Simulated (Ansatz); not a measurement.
Species: C3H9Si, charge 0, multiplicity 2. It need not be the lowest isomer of its formula. 
Coordinates optimised at B3LYP-D3(BJ)/def2-TZVP (Ansatz, an electronic-structure program):
```
Si
H 1 1.4925
C 1 1.8471 2 108.95
H 3 1.0851 1 122.94 2 88.61
H 3 1.0851 4 114.06 1 177.45
C 1 1.8773 2 108.07 3 -119.74
H 6 1.0921 1 111.08 2 61.60
H 6 1.0922 7 107.93 1 -121.89
H 6 1.0922 7 107.80 8 -116.44
C 1 1.8773 2 108.07 3 119.74
H 10 1.0921 1 111.08 2 -61.60
H 10 1.0922 11 107.93 1 121.89
H 10 1.0922 11 107.80 12 116.44
```
Charge 0, spin multiplicity 2.

Property: atomisation energy (electronic, to ground-state atoms), in kcal/mol. Correlated levels leave the core frozen unless marked. Open shells are spin-unrestricted. Spin-orbit coupling is left out. Non-relativistic. The coupled-cluster limit lacks core correlation, which all-electron functionals hold. CBS marks a two-point X^-3 extrapolation of the correlation energy; Hartree-Fock from the larger set.

```json
[
 {"level": "B3LYP/def2-TZVPD", "program": "Ansatz", "atomisation energy (kcal/mol)": "1121.8", "minus last row": "-7.5"},
 {"level": "PBE0/6-31G*", "program": "Ansatz", "atomisation energy (kcal/mol)": "1124.7", "minus last row": "-4.6"},
 {"level": "r2SCANh-D4/def2-TZVPD", "program": "Ansatz + dftd4", "atomisation energy (kcal/mol)": "1131.3", "minus last row": "2.0"},
 {"level": "MP2/STO-3G", "program": "Ansatz", "atomisation energy (kcal/mol)": "1215.0", "minus last row": "85.7"},
 {"level": "MP2/cc-pV(D+d)Z", "program": "Ansatz", "atomisation energy (kcal/mol)": "1051.1", "minus last row": "-78.2"},
 {"level": "CCSD/aug-cc-pV(D+d)Z", "program": "Ansatz", "atomisation energy (kcal/mol)": "1049.9", "minus last row": "-79.4"},
 {"level": "CCSD(T)/CBS(cc-pV(T+d)Z,cc-pV(Q+d)Z)", "program": "Ansatz", "atomisation energy (kcal/mol)": "1129.3", "minus last row": "0.0"}
]
```
